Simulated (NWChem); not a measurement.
# ScCl$_{2}$ cation; SMILES [Sc+]([Cl])[Cl]

```xyz
3

Sc     0.0000     0.0000     0.7674
Cl     1.8025     0.0000    -0.4740
Cl    -1.8025     0.0000    -0.4740
```
Atoms are numbered in this order, from 1.

Program: NWChem. Pople sets run with spherical d functions. Geometry: optimised at PBE-D3(BJ)/def2-SVP. The spin multiplicity was typed, not searched, and may not be the lowest.

**Question.** Among these, which level gives the highest value of “highest occupied level (eV)”?
(A) Hartree-Fock/6-31G*
(B) Hartree-Fock/STO-3G
(C) Hartree-Fock/3-21G

**Answer.** B, Hartree-Fock/STO-3G. Values: Hartree-Fock/3-21G -17.67; Hartree-Fock/6-31G* -17.47; Hartree-Fock/STO-3G -16.52
